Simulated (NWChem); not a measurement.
Everything below was run with NWChem. System: trichloroethylene (C$_{2}$HCl$_{3}$), charge 0, spin multiplicity 1, at a geometry optimised with PBE0/def2-SVP. Level: CCSD(T)/cc-pVDZ, 17 core orbitals frozen.

The NWChem input:

```
start mol
memory heap 100 mb stack 700 mb global 1900 mb
geometry units angstroms nocenter noautoz
  Cl    -2.191735    -0.616846     0.000000
  C     -0.960437     0.568262     0.000000
  C      0.347655     0.278849     0.000000
  Cl     0.965768    -1.316964     0.000000
  Cl     1.518524     1.540358     0.000000
  H     -1.296781     1.606009     0.000000
  symmetry group Cs
end
basis spherical
  * library cc-pvdz
end
scf
  rhf
  nopen 0
  maxiter 100
  thresh 1e-7
  semidirect memsize 60000000 filesize 0
end
ccsd
  freeze core 17
  maxiter 60
end
task ccsd(t) energy
```

Part of the output:

```
             Northwest Computational Chemistry Package (NWChem) 7.3.0
             --------------------------------------------------------

                                NWChem Input Module
                                -------------------

 Scaling coordinates for geometry "geometry" by  1.889725989
 (inverse scale =  0.529177249)

 Turning off AUTOSYM since
 SYMMETRY directive was detected!

                             Geometry "geometry" -> ""
                             -------------------------

 Output coordinates in angstroms (scale by  1.889725989 to convert to a.u.)

  No.       Tag          Charge          X              Y              Z
 ---- ---------------- ---------- -------------- -------------- --------------
    1 Cl                  17.0000    -2.19173500    -0.61684600     0.00000000
    2 C                    6.0000    -0.96043700     0.56826200     0.00000000
    3 C                    6.0000     0.34765500     0.27884900     0.00000000
    4 Cl                  17.0000     0.96576800    -1.31696400     0.00000000
    5 Cl                  17.0000     1.51852400     1.54035800     0.00000000
    6 H                    1.0000    -1.29678100     1.60600900     0.00000000

 Effective nuclear repulsion energy (a.u.)     318.3106783158

            Nuclear Dipole moment (a.u.)
            ----------------------------
        X                 Y               Z
 ---------------- ---------------- ----------------
    -0.0000075589    -0.0000170075     0.0000000000

      Symmetry information
      --------------------

 Group name             Cs
 Group number              2
 Group order               2
 No. of unique centers     6

      Symmetry unique atoms

     1    2    3    4    5    6


 Summary of "ao basis" -> "" (spherical)
 ------------------------------------------------------------------------------
       Tag                 Description            Shells   Functions and Types
 ---------------- ------------------------------  ------  ---------------------
 *                          cc-pvdz                   on all atoms

 Summary of "ao basis" -> "ao basis" (spherical)
 ------------------------------------------------------------------------------
       Tag                 Description            Shells   Functions and Types
 ---------------- ------------------------------  ------  ---------------------
 Cl                         cc-pvdz                  8       18   4s3p1d
 C                          cc-pvdz                  6       14   3s2p1d
 H                          cc-pvdz                  3        5   2s1p

                                 NWChem SCF Module
                                 -----------------

  ao basis        = "ao basis"
  functions       =    87
  atoms           =     6
  closed shells   =    32
  open shells     =     0
  charge          =   0.00
  wavefunction    = RHF
  use symmetry    = T
  symmetry adapt  = T

 Summary of "ao basis" -> "ao basis" (spherical)
 ------------------------------------------------------------------------------
       Tag                 Description            Shells   Functions and Types
 ---------------- ------------------------------  ------  ---------------------
 Cl                         cc-pvdz                  8       18   4s3p1d
 C                          cc-pvdz                  6       14   3s2p1d
 H                          cc-pvdz                  3        5   2s1p

      Symmetry analysis of basis
      --------------------------
[...]
task        78 out of       780 done  10%  at       2.5 secs
task       117 out of       780 done  15%  at       3.6 secs
task       156 out of       780 done  20%  at       4.5 secs
task       195 out of       780 done  25%  at       5.3 secs
task       234 out of       780 done  30%  at       6.4 secs
task       273 out of       780 done  35%  at       7.3 secs
task       312 out of       780 done  40%  at       7.9 secs
task       351 out of       780 done  45%  at       8.4 secs
task       390 out of       780 done  50%  at       8.8 secs
task       429 out of       780 done  55%  at       9.2 secs
task       468 out of       780 done  60%  at       9.5 secs
task       507 out of       780 done  65%  at      10.7 secs
task       546 out of       780 done  70%  at      11.8 secs
task       585 out of       780 done  75%  at      13.1 secs
task       624 out of       780 done  80%  at      14.1 secs
task       663 out of       780 done  85%  at      15.3 secs
task       702 out of       780 done  90%  at      16.5 secs
task       741 out of       780 done  95%  at      17.6 secs
task       780 out of       780 done 100%  at      18.9 secs
 commencing triples evaluation - blocking       1
 ccsd(t): done        1 out of       55 progress:    1.8%
 ccsd(t): done        2 out of       55 progress:    3.6%
 ccsd(t): done        3 out of       55 progress:    5.5%
 ccsd(t): done        4 out of       55 progress:    7.3%
 ccsd(t): done        5 out of       55 progress:    9.1%
 ccsd(t): done        6 out of       55 progress:   10.9%
 ccsd(t): done        7 out of       55 progress:   12.7%
 ccsd(t): done        8 out of       55 progress:   14.5%
 ccsd(t): done        9 out of       55 progress:   16.4%
 ccsd(t): done       10 out of       55 progress:   18.2%
 ccsd(t): done       11 out of       55 progress:   20.0%
 ccsd(t): done       12 out of       55 progress:   21.8%
 ccsd(t): done       13 out of       55 progress:   23.6%
 ccsd(t): done       14 out of       55 progress:   25.5%
 ccsd(t): done       15 out of       55 progress:   27.3%
 ccsd(t): done       16 out of       55 progress:   29.1%
 ccsd(t): done       17 out of       55 progress:   30.9%
 ccsd(t): done       18 out of       55 progress:   32.7%
 ccsd(t): done       19 out of       55 progress:   34.5%
 ccsd(t): done       20 out of       55 progress:   36.4%
 ccsd(t): done       21 out of       55 progress:   38.2%
 ccsd(t): done       22 out of       55 progress:   40.0%
 ccsd(t): done       23 out of       55 progress:   41.8%
 ccsd(t): done       24 out of       55 progress:   43.6%
 ccsd(t): done       25 out of       55 progress:   45.5%
 ccsd(t): done       26 out of       55 progress:   47.3%
 ccsd(t): done       27 out of       55 progress:   49.1%
 ccsd(t): done       28 out of       55 progress:   50.9%
 ccsd(t): done       29 out of       55 progress:   52.7%
 ccsd(t): done       30 out of       55 progress:   54.5%
 ccsd(t): done       31 out of       55 progress:   56.4%
 ccsd(t): done       32 out of       55 progress:   58.2%
 ccsd(t): done       33 out of       55 progress:   60.0%
 ccsd(t): done       34 out of       55 progress:   61.8%
 ccsd(t): done       35 out of       55 progress:   63.6%
 ccsd(t): done       36 out of       55 progress:   65.5%
 ccsd(t): done       37 out of       55 progress:   67.3%
 ccsd(t): done       38 out of       55 progress:   69.1%
 ccsd(t): done       39 out of       55 progress:   70.9%
 ccsd(t): done       40 out of       55 progress:   72.7%
 ccsd(t): done       41 out of       55 progress:   74.5%
 ccsd(t): done       42 out of       55 progress:   76.4%
 ccsd(t): done       43 out of       55 progress:   78.2%
 ccsd(t): done       44 out of       55 progress:   80.0%
 ccsd(t): done       45 out of       55 progress:   81.8%
 ccsd(t): done       46 out of       55 progress:   83.6%
 ccsd(t): done       47 out of       55 progress:   85.5%
 ccsd(t): done       48 out of       55 progress:   87.3%
 ccsd(t): done       49 out of       55 progress:   89.1%
 ccsd(t): done       50 out of       55 progress:   90.9%
 ccsd(t): done       51 out of       55 progress:   92.7%
 ccsd(t): done       52 out of       55 progress:   94.5%
 ccsd(t): done       53 out of       55 progress:   96.4%
 ccsd(t): done       54 out of       55 progress:   98.2%
 ccsd(t): done       55 out of       55 progress:  100.0%
 Time for integral evaluation pass     1       19.04
 Time for triples evaluation pass      1        7.55

 pseudo-e(mp4)  -0.23943187172147E-01
 pseudo-e(mp5)   0.78755305671169E-03
        e(t)    -0.23155634115435E-01

 --------------
 CCSD(T) Energy
 --------------
 Reference energy:                   -1454.788036934624870

 CCSD corr. energy:                     -0.713097823570923
 T(CCSD) corr. energy:                  -0.023943187172147
 Total CCSD+T(CCSD) energy:          -1455.525077945367912

 CCSD corr. energy:                     -0.713097823570923
 (T) corr. energy:                      -0.023155634115435
 Total CCSD(T) energy:               -1455.524290392311286

 routine      calls  cpu(0)   cpu-min  cpu-ave  cpu-max   i/o
 aoccsd          1     0.04     0.04     0.04     0.04    0.00
 iterdrv         1     0.05     0.05     0.05     0.05    0.00
 pampt          12     0.23     0.23     0.23     0.23    0.00
 t2pm           12     0.42     0.42     0.42     0.42    0.00
 sxy            12     1.31     1.31     1.31     1.31    0.00
 ints      7172616   150.24   150.24   150.24   150.24    0.00
 t2eri        9360    34.62    34.62    34.62    34.62    0.00
 idx2         9360     3.81     3.81     3.81     3.81    0.00
 idx34          12     0.26     0.26     0.26     0.26    0.00
 ht2pm          12     0.57     0.57     0.57     0.57    0.00
 itm            12     2.87     2.87     2.87     2.87    0.00
 pdiis          12     0.06     0.06     0.06     0.06    0.00
 triples         1     0.00     0.00     0.00     0.00    0.00
 rdtrpo          1     0.03     0.03     0.03     0.03    0.00
 trpmos          1    19.04    19.04    19.04    19.04    0.00
 trpdrv          1     1.01     1.01     1.01     1.01    0.00
 dovvv      198000     3.10     3.10     3.10     3.10    0.00
 doooo      198000     1.06     1.06     1.06     1.06    0.00
 tengy      185625     2.28     2.28     2.28     2.28    0.00
 Total               221.01   221.01   221.01   221.01    0.00

 Task  times  cpu:      244.6s     wall:      244.6s

 Total times  cpu:      244.6s     wall:      244.6s
```
